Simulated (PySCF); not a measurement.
Species: C6H9SSi (doublet state).
Cartesian coordinates in Å at the GFN2-xTB level; atoms count from 1:
```xyz
17
C6H9SSi angstrom
Si     2.919    0.929    0.466
S      1.401    0.096    1.745
C      0.070    0.004    0.595
C     -0.162   -0.818   -0.712
C     -1.502   -1.291   -0.131
C     -1.417   -0.082    0.778
C     -0.807    1.047   -0.042
C     -0.530    0.490   -1.424
H      3.114    0.053   -0.682
H      4.078    1.072    1.326
H      0.534   -1.523   -1.154
H     -2.344   -1.348   -0.823
H     -1.415   -2.222    0.425
H     -1.988    0.105    1.672
H     -0.921    2.081    0.234
H     -1.362    0.445   -2.128
H      0.326    0.973   -1.892
```

The hyperfine couplings belong to this conformer and change with its torsions.

As a line formula: `C1[C@@H]2[C@@H]3C[C@H]1[C@]23S[SiH2]` [radical].

Computed with UKS B3LYP, pcH-1 on C H S Si, non-relativistic, mean-field spin-orbit, GIAO in PySCF. Isolated species at its GFN2-xTB geometry (one conformer only). A GFN2-xTB geometry isn't a minimum of the functional, and hyperfine couplings can be far from their values at a DFT geometry, by a factor of two or more for some ions and for spin on atoms past the first row. No stability test was run, so a lower SCF solution isn't excluded.

Problem. What is the g tensor, term by term?

Solution. 
```tsv
Δg (ppt)	1	2	3
relativistic mass correction	-0.15	-0.15	-0.15
gauge correction	0.00	0.04	0.05
orbital Zeeman/spin–orbit	-0.14	2.86	9.63
total	-0.29	2.75	9.53
```

So g = 2.00203, 2.00507, 2.01185 and g_iso = 2.00632; the tensor is rhombic: the two nearest values differ by 31 % of g3 − g1. Axes: g3 points within 15° of the S2–C3 bond.

Problem. At 9.516 GHz, how far is the centre of the isotropic spectrum from where a free electron (g = 2.002319) resonates?

Solution. B = hν/(g μB) with μB/h = 13.99624 MHz/mT gives 339.55 mT for the free electron and 338.88 mT at g_iso, 0.68 mT lower.

Problem. What effective moment and Curie constant follow for a powder?

Solution. With the mean of g² = 4.0253 and S(S+1) = 0.75: μ_eff = √(⟨g²⟩S(S+1)) = 1.738 μB and χT = 0.12505·⟨g²⟩·S(S+1) = 0.378 cm³ K/mol (cgs; spin-Hamiltonian part alone).

Problem. How much does each term add to the isotropic shift?

Solution. The orbital-Zeeman/spin–orbit term 4.12, the mass correction -0.15 and the gauge correction 0.03 ppt, for a total of 4.00 ppt. The orbital-Zeeman/spin–orbit term is the largest in size. The mass correction is the same along every axis, so the anisotropy comes from the other two: their spans along these axes are 0.05 (gauge) and 9.77 ppt (orbital Zeeman/spin–orbit).

Problem. In a frozen sample, at which fields do the three g values resonate at 9.5, 34, 94 and 263 GHz (hyperfine left aside), and which band first spreads them over more than twice a line width of 0.3 mT?

Solution. 
| band | GHz | B(g3) mT | B(g2) mT | B(g1) mT | spread mT |
| --- | --- | --- | --- | --- | --- |
| X | 9.5 | 337.38 | 338.52 | 339.03 | 1.65 |
| Q | 34.0 | 1207.46 | 1211.54 | 1213.38 | 5.92 |
| W | 94.0 | 3338.27 | 3349.55 | 3354.64 | 16.37 |
| J | 263.0 | 9340.05 | 9371.63 | 9385.84 | 45.79 |

The spread grows in proportion to the frequency. X band is the first where it exceeds 0.6 mT.

The largest Mulliken spin populations are on Si1 (+0.82) and S2 (+0.12). Si1 is the only atom above +0.15. The angles at Si1 add up to 328.5°, so it is pyramidal.

The HOMO–LUMO gaps are 5.61 eV among the α and 3.70 eV among the β orbitals.

The run took 2.1 min wall (with the writing of density and orbital grids) on an Arm Neoverse V1 with one thread, shared host, and the process peaked at 1.1 GiB of memory.
